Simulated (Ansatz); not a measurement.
Stretching the Se1–H2 bond in CH4OSe (SMILES CO[SeH]) (multiplicity 1 held, fragments rigid). Energies count from the point at 1.484 Å.
Geometry at that point (charge 0, multiplicity 1):
```xyz
7

Se    -0.415    -0.175     0.595
H     -1.210    -1.128    -0.218
O      1.002    -0.073    -0.529
C      0.820     0.782    -1.655
H      0.545     1.796    -1.355
H      1.781     0.802    -2.172
H      0.055     0.390    -2.333
```

Unrestricted levels (U-) break spin symmetry where that is lower. Active spaces are followed from a long bond inwards. Levels need not reach the same state.

Correlated levels freeze the cores. Filled d and f shells under p-block atoms count as core.

Programs: Ansatz (a first-principles code) with Gaussian orbitals. Values without a source in brackets are computed.

What energy at R = 4.748 Å does FIC-MRCISD+Q on CASSCF(4,3)/cc-pVDZ give?

71.1 kcal/mol

Estimate the energy at R = 4.748 Å that U-CCSD(T)/cc-pVDZ returns for this input.

70.2 kcal/mol

Predict the energy at R = 4.748 Å from FIC-NEVPT4(SD) on CASSCF(4,3)/cc-pVDZ.

70.6 kcal/mol

Doubts at one or more of the structures used: a spin-contaminated determinant (U-CCSD(T)/cc-pVDZ); active orbitals that take no part (FIC-NEVPT4(SD) on CASSCF(4,3)/cc-pVDZ, FIC-MRCISD+Q on CASSCF(4,3)/cc-pVDZ).
